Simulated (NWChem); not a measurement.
Species: HfH3Cl; SMILES [Cl][HfH3]

Computed with NWChem. All runs use the structure optimised with PBE0/def2-SVP. def2 effective core potentials on Hf; no spin-orbit coupling. Vertical excitations in the gas phase; the lowest state need not have the same character in each row.

```csv
level,"lowest excitation, singlet (eV)",orbital gap (eV)
"PBE/def2-SVPD, full TDDFT",[?],[?]
"B3LYP/def2-SVPD, full TDDFT",4.34,5.93
"Hartree-Fock/def2-SVPD, TDHF",5.33,12.88
```

### Question
Some entries are withheld; supply them.

### Answer

- PBE/def2-SVPD, full TDDFT, lowest excitation, singlet (eV): 4.08
- PBE/def2-SVPD, full TDDFT, orbital gap (eV): 4.08
